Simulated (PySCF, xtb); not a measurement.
(3Z)-3-methylpenta-1,3-diene (C6H10), SMILES C(/C=C)(C)=C/C. One conformer was computed; it need not be the lowest.

Harmonic wavenumbers (cm⁻¹) from GFN2-xTB run with xtb 6.7.1 at its own minimum, in rising order: 58, 79, 200, 235, 246, 325, 370, 467, 551, 666, 792, 838, 884, 966, 999, 1018, 1035, 1043, 1046, 1130, 1243, 1306, 1355, 1402, 1406, 1421, 1474, 1486, 1487, 1499, 1665, 1691, 2985, 3002, 3007, 3018, 3034, 3044, 3062, 3074, 3108, 3133.

**Question.** What does PBE0-D3(BJ)/def2-SVP in PySCF give at its own minimum? (The exact figures need the calculation; the answer reports its results.)

**Answer.** 113, 145, 208, 244, 263, 325, 406, 478, 570, 721, 772, 851, 931, 945, 1025, 1028, 1042, 1051, 1057, 1137, 1272, 1312, 1365, 1391, 1403, 1439, 1448, 1449, 1455, 1474, 1697, 1750, 3046, 3047, 3113, 3125, 3157, 3166, 3171, 3177, 3198, 3271. Paired by order, the mean absolute difference is 41 cm⁻¹ and the zero-point energies are 87.0 and 89.0 kcal/mol.
